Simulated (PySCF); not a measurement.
C4H4F2, SMILES F/C=C\C=C/F. Heavy atoms are numbered as in [F:1]/[CH:2]=[CH:3]\[CH:4]=[CH:5]/[F:6]. Hydrogens are named by the atom that carries them.

Geometry: PBE0-D3(BJ)/def2-SVP. One conformer was computed; it need not be the lowest.

These are PySCF with PBE/def2-TZVP values and carry that method's errors.

ESP charges are fitted to the potential on shells at 1.4 to 2.0 van der Waals radii. Atomic charges (e), one atom of each kind:

```json
[
 {"atom": "F1", "ESP fit": "-0.09", "meta-Löwdin": "-0.23", "Mulliken": "-0.15"},
 {"atom": "C2 (CH)", "ESP fit": "-0.03", "meta-Löwdin": "0.14", "Mulliken": "0.05"},
 {"atom": "C3 (CH)", "ESP fit": "-0.18", "meta-Löwdin": "-0.18", "Mulliken": "-0.13"},
 {"atom": "H on C2", "ESP fit": "0.14", "meta-Löwdin": "0.13", "Mulliken": "0.11"},
 {"atom": "H on C3", "ESP fit": "0.16", "meta-Löwdin": "0.14", "Mulliken": "0.13"}
]
```

### Question
Give the Mayer and Wiberg (Löwdin basis) orders of the bonds. (An estimate is asked for; the answer gives what the named calculation found.)

### Answer

```csv
bond,Mayer,Wiberg
F1–C2,1.11,1.79
C2–C3,1.77,2.00
C3–C4,1.10,1.33
C4–C5,1.77,2.00
C5–F6,1.11,1.79
```
